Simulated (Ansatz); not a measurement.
The cluster As₂S₂. Total charge 0; singlet. Geometry relaxed at r2SCAN-D4/def2-SVP.

```xyz
4

As    0.997    0.632   -0.555
As   -0.409   -1.212   -0.258
S    -1.289    0.866   -0.725
S     0.700   -0.286    1.538
```

The structure comes from a short search, and lower isomers may exist.

(1) Estimate the harmonic wavenumbers at RKS r2SCAN-D4/def2-SVP (Ansatz, unscaled). Is this a minimum?

Results:

(1) 187, 218, 274, 318, 383, 445 cm⁻¹. Yes, no mode is imaginary beyond noise. Zero-point energy 10.9 kJ/mol. Run time 47 s (4 threads of Arm Neoverse N1 on a shared host).
